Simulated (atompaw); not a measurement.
**Before and after: PAW (atompaw) potential for Ar**

argon (Ar), PAW, made with atompaw 4.2.0.5 (PBE, scalar-relativistic). Core [Ne], reference 3s2 3p6. Waves: 3s (bound): rc 1.45 bohr; 3s channel at -1.35 Ry: rc 1.45 bohr; 3p (bound): rc 1.45 bohr; 3p channel at 0.5 Ry: rc 1.45 bohr. Local part: bessel scheme, radius 1.45 bohr. Core correction: smooth core density matched at 1.25 bohr. Augmentation charge: besselshape compensation charge, radius 1.20 bohr; PAW radius 1.45 bohr; waves and projectors: custom rrkj gramschmidtortho.

All-electron outer shells of the reference configuration (PBE, scalar-relativistic, ld1.x):

| shell | level (eV) | outermost node (bohr) | outermost maximum (bohr) |
| --- | --- | --- | --- |
| 2s | -296.99 | 0.12 | 0.34 |
| 2p | -229.89 | – | 0.28 |
| 3s | -24.29 | 0.52 | 1.17 |
| 3p | -10.27 | 0.49 | 1.30 |

Change: all radii scaled by about 1.30 (s 1.88, p 1.88 bohr); local potential bessel scheme, radius 1.88 bohr; augmentation besselshape compensation charge, radius 1.56 bohr; PAW radius 1.88 bohr; waves and projectors: custom rrkj gramschmidtortho; core correction smooth core density matched at 1.62 bohr.

Cutoffs: the cutoffs (Ry, on a coarse ladder) from which the occupation-weighted sum of valence levels, in a spherical-Bessel basis at the reference potential, stays within 10 and 1 mRy of its value at 400 Ry; they do not see the model core or the augmentation charge, which bear on the density cutoff.

Question: What does the change do?

Answer: The potential gets softer (30 Ry and 40 Ry → 21 Ry and 35 Ry); neither file shows a bound ghost. A larger radius leaves more room for a smooth pseudo-wave, so fewer plane waves are needed.

```tsv
quantity	base	changed
cutoff, loose	30 Ry	21 Ry
cutoff, tight	40 Ry	35 Ry
loose cutoff by channel (10 mRy a level)	s 10 Ry, p 25 Ry	s 10 Ry, p 15 Ry
bound ghosts	none	none
lowest overlap eigenvalue by channel	s 0.44, p 0.82	s 0.49, p 0.72
```

 The cutoffs see the waves, projectors and local potential, not the compensation charge or the core.
